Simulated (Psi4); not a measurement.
H₄AsGa, singlet, geometry from GFN2-xTB (such geometries of metal compounds can be far from the true shape), atoms displaced at random by about 0.08 Å a coordinate; PBE/6-31G, gradient in Psi4.

Here is a job for Psi4.
```
memory 2 GB

molecule mol {
0 1
  Ga   -1.199360   -0.222555    0.065786
  As    1.274282    0.249248   -0.087908
  H     1.290661   -0.954254    1.028774
  H     0.961602    1.130933    1.017504
  H    -2.344481    0.748931    0.785066
  H    -2.142144   -1.339099   -0.791923
symmetry c1
no_reorient
no_com
}

set basis 6-31g
set reference rks

gradient('pbe')
print_variables()
```

Output, abridged:

```
gradient() will perform analytic gradient computation.

   => Loading Basis Set <=

    Name: 6-31G
    Role: ORBITAL
    Keyword: BASIS

         ---------------------------------------------------------
                                   SCF
               by Justin Turney, Rob Parrish, Andy Simmonett
                          and Daniel G. A. Smith
                              RKS Reference
         ---------------------------------------------------------

  ==> Geometry <==

    Molecular point group: c1
    Full point group: C1

    Geometry (in Angstrom), charge = 0, multiplicity = 1:

       Center              X                  Y                   Z               Mass
    ------------   -----------------  -----------------  -----------------  -----------------
         GA          -1.199360000000    -0.222555000000     0.065786000000    68.925573500000
         AS           1.274282000000     0.249248000000    -0.087908000000    74.921594570000
         H            1.290661000000    -0.954254000000     1.028774000000     1.007825032230
         H            0.961602000000     1.130933000000     1.017504000000     1.007825032230
         H           -2.344481000000     0.748931000000     0.785066000000     1.007825032230
         H           -2.142144000000    -1.339099000000    -0.791923000000     1.007825032230

  Running in c1 symmetry.

  Rotational constants: A =      2.05910  B =      0.06882  C =      0.06803 [cm^-1]
  Rotational constants: A =  61730.37768  B =   2063.11366  C =   2039.55556 [MHz]
  Nuclear repulsion =  278.958914185241440

  Charge       = 0
  Multiplicity = 1
  Electrons    = 68
  Nalpha       = 34
  Nbeta        = 34

  ==> Algorithm <==

  SCF Algorithm Type is DF.
  DIIS enabled.
  MOM disabled.
  Fractional occupation disabled.
  Guess Type is SAD.
  Energy threshold   = 1.00e-08
  Density threshold  = 1.00e-08
  Integral threshold = 1.00e-12

  ==> Primary Basis <==

  Basis Set: 6-31G
    Blend: 6-31G
    Number of shells: 30
    Number of basis functions: 66
    Number of Cartesian functions: 66
    Spherical Harmonics?: false
    Max angular momentum: 2

  ==> DFT Potential <==

   => LibXC <=

    Version 7.1.2
    S. Lehtola, C. Steigemann, M. J. T. Oliveira, and M. A. L. Marques,  SoftwareX 7, 1–5 (2018) (10.1016/j.softx.2017.11.002)

   => Composite Functional: PBE <=

    PBE GGA Exchange-Correlation Functional

    J.P. Perdew et. al., Phys. Rev. Lett., 77(18), 3865-3868, 1996

    Deriv               =              1
    GGA                 =           TRUE
    Meta                =          FALSE

    Exchange Hybrid     =          FALSE
    MP2 Hybrid          =          FALSE

   => Exchange Functionals <=

    1.0000     XC_GGA_X_PBE

   => Correlation Functionals <=

    1.0000     XC_GGA_C_PBE

   => LibXC Density Thresholds  <==

    XC_GGA_C_PBE:  1.00E-12
    XC_GGA_X_PBE:  1.00E-15

   => Molecular Quadrature <=

    Radial Scheme          =       TREUTLER
    Pruning Scheme         =           NONE
    Nuclear Scheme         =       TREUTLER

    Blocking Scheme        =         OCTREE
    BS radius alpha        =              1
    Pruning alpha          =              1
    Radial Points          =             75
    Spherical Points       =            302
    Total Points           =         131182
    Total Blocks           =           1028
    Max Points             =            256
    Max Functions          =             64
    Weights Tolerance      =       1.00E-15

   => Loading Basis Set <=

    Name: (6-31G AUX)
    Role: JKFIT
    Keyword: DF_BASIS_SCF

  ==> Integral Setup <==

  SCF_SUBTYPE=INCORE selected. In-core MEM_DF algorithm will be used.
  Using in-core AOs.

  ==> MemDFJK: Density-Fitted J/K Matrices <==

    J tasked:                   Yes
    K tasked:                    No
    wK tasked:                   No
    Algorithm:                 Core
    Schwarz Cutoff:           1E-12
    Mask sparsity (%):       6.5657
    Fitting Condition:        1E-10

   => Auxiliary Basis Set <=

  Basis Set: (6-31G AUX)
    Blend: CC-PVDZ-JKFIT
    Number of shells: 130
    Number of basis functions: 518
    Number of Cartesian functions: 518
    Spherical Harmonics?: false
    Max angular momentum: 3

  Minimum eigenvalue in the overlap matrix is 7.9078543803E-04.
  Reciprocal condition number of the overlap matrix is 1.5669888137E-04.
    Using symmetric orthogonalization.

  ==> Pre-Iterations <==

  SCF Guess: Superposition of Atomic Densities via on-the-fly atomic UHF (no occupation information).

   -------------------------
    Irrep   Nso     Nmo
   -------------------------
     A         66      66
   -------------------------
    Total      66      66
   -------------------------

  ==> Iterations <==

                           Total Energy        Delta E     RMS |[F,P]|

   @DF-RKS iter SAD: -4155.63224017988068   -4.15563e+03   0.00000e+00
   @DF-RKS iter   1: -4158.33873836602652   -2.70650e+00   6.50260e-02 DIIS/ADIIS
   @DF-RKS iter   2: -4104.09689703288859    5.42418e+01   1.19729e-01 ADIIS
   @DF-RKS iter   3: -4159.80733020216758   -5.57104e+01   5.15908e-02 DIIS/ADIIS
   @DF-RKS iter   4: -4161.33590083931176   -1.52857e+00   1.31369e-02 DIIS/ADIIS
   @DF-RKS iter   5: -4161.70468242123297   -3.68782e-01   3.51778e-03 DIIS/ADIIS
   @DF-RKS iter   6: -4161.72969961526360   -2.50172e-02   1.16696e-03 DIIS/ADIIS
   @DF-RKS iter   7: -4161.73499914329477   -5.29953e-03   1.50116e-04 DIIS/ADIIS
   @DF-RKS iter   8: -4161.73508377741018   -8.46341e-05   4.79175e-05 DIIS
   @DF-RKS iter   9: -4161.73509049208133   -6.71467e-06   1.17669e-05 DIIS
   @DF-RKS iter  10: -4161.73509102849766   -5.36416e-07   2.05422e-06 DIIS
   @DF-RKS iter  11: -4161.73509105017001   -2.16723e-08   2.40098e-07 DIIS
   @DF-RKS iter  12: -4161.73509105042649   -2.56478e-10   5.27646e-08 DIIS
   @DF-RKS iter  13: -4161.73509105043195   -5.45697e-12   1.57470e-08 DIIS
   @DF-RKS iter  14: -4161.73509105043831   -6.36646e-12   2.32677e-09 DIIS
  Energy and wave function converged.

  ==> Post-Iterations <==

   Electrons on quadrature grid:
      Ntotal   =   68.0000070425 ; deviation = 7.043e-06

    Orbital Energies [Eh]
    ---------------------

    Doubly Occupied:

[...]
      34A     -0.241636

    Virtual:

[...]
    Final Occupation by Irrep:
              A
    DOCC [    34 ]
    NA   [    34 ]
    NB   [    34 ]

  @DF-RKS Final Energy: -4161.73509105043831

   => Energetics <=

    Nuclear Repulsion Energy =            278.9589141852414400
    One-Electron Energy =               -6358.3192466563232301
    Two-Electron Energy =                2076.5804909644111831
    DFT Exchange-Correlation Energy =    -158.9552495437677351
    Empirical Dispersion Energy =           0.0000000000000000
    VV10 Nonlocal Energy =                  0.0000000000000000
    Total Energy =                      -4161.7350910504383137

Computation Completed

Properties will be evaluated at   0.000000,   0.000000,   0.000000 [a0]

Properties computed using the SCF density matrix

 Multipole Moments:

 ------------------------------------------------------------------------------------
     Multipole            Electronic (a.u.)      Nuclear  (a.u.)        Total (a.u.)
 ------------------------------------------------------------------------------------

 L = 1.  Multiply by 2.5417464519 to convert [e a0] to [Debye]
 Dipole X            :         -4.7442294            4.9827996            0.2385702
 Dipole Y            :         -1.6430162            1.7243562            0.0813400
 Dipole Z            :         -1.9620168            2.2257629            0.2637461
 Magnitude           :                                                    0.3648204

 ------------------------------------------------------------------------------------

         ------------------------------------------------------------
                                   SCF GRAD
                          Rob Parrish, Justin Turney,
                       Andy Simmonett, and Alex Sokolov
         ------------------------------------------------------------

  ==> Geometry <==

    Molecular point group: c1
    Full point group: C1

    Geometry (in Angstrom), charge = 0, multiplicity = 1:

       Center              X                  Y                   Z               Mass
    ------------   -----------------  -----------------  -----------------  -----------------
         GA          -1.199360000000    -0.222555000000     0.065786000000    68.925573500000
         AS           1.274282000000     0.249248000000    -0.087908000000    74.921594570000
         H            1.290661000000    -0.954254000000     1.028774000000     1.007825032230
         H            0.961602000000     1.130933000000     1.017504000000     1.007825032230
         H           -2.344481000000     0.748931000000     0.785066000000     1.007825032230
         H           -2.142144000000    -1.339099000000    -0.791923000000     1.007825032230

  Nuclear repulsion =  278.958914185241440

  ==> Basis Set <==

  Basis Set: 6-31G
    Blend: 6-31G
    Number of shells: 30
    Number of basis functions: 66
    Number of Cartesian functions: 66
    Spherical Harmonics?: false
    Max angular momentum: 2

  ==> DFJKGrad: Density-Fitted SCF Gradients <==

    Gradient:                    1
    J tasked:                  Yes
    K tasked:                   No
    wK tasked:                  No
    Integrals threads:           1
    Schwarz Cutoff:          1E-12
    Fitting Condition:       1E-10

   => Auxiliary Basis Set <=

  Basis Set: (6-31G AUX)
    Blend: CC-PVDZ-JKFIT
    Number of shells: 130
    Number of basis functions: 518
    Number of Cartesian functions: 518
    Spherical Harmonics?: false
    Max angular momentum: 3

  ==> DFT Potential <==

   => LibXC <=

    Version 7.1.2
    S. Lehtola, C. Steigemann, M. J. T. Oliveira, and M. A. L. Marques,  SoftwareX 7, 1–5 (2018) (10.1016/j.softx.2017.11.002)

   => Composite Functional: PBE <=

    PBE GGA Exchange-Correlation Functional

    J.P. Perdew et. al., Phys. Rev. Lett., 77(18), 3865-3868, 1996

    Deriv               =              1
    GGA                 =           TRUE
    Meta                =          FALSE

    Exchange Hybrid     =          FALSE
    MP2 Hybrid          =          FALSE

   => Exchange Functionals <=

    1.0000     XC_GGA_X_PBE

   => Correlation Functionals <=

    1.0000     XC_GGA_C_PBE

   => LibXC Density Thresholds  <==

    XC_GGA_C_PBE:  1.00E-12
    XC_GGA_X_PBE:  1.00E-15

   => Molecular Quadrature <=

    Radial Scheme          =       TREUTLER
    Pruning Scheme         =           NONE
    Nuclear Scheme         =       TREUTLER

    Blocking Scheme        =         OCTREE
    BS radius alpha        =              1
    Pruning alpha          =              1
    Radial Points          =             75
    Spherical Points       =            302
    Total Points           =         131182
    Total Blocks           =           1028
    Max Points             =            256
    Max Functions          =             64
    Weights Tolerance      =       1.00E-15

  -Total Gradient:
     Atom            X                  Y                   Z
    ------   -----------------  -----------------  -----------------
       1        0.030261967477     0.001055415592     0.014338477842
       2        0.005157845805     0.042198676353     0.010604124678
       3       -0.003977154687    -0.010472415059     0.014064107163
       4        0.002962015399    -0.030355850387    -0.030807344462
       5       -0.016121393163     0.004541992118     0.000758263175
       6       -0.018245108230    -0.006966674233    -0.008962928504

  Variable Map:
  ----------------------------------------------------------------------------
[...]
  Array Variable Map:
  ----------------------------------------------------------------------------
[...]
[...]
```
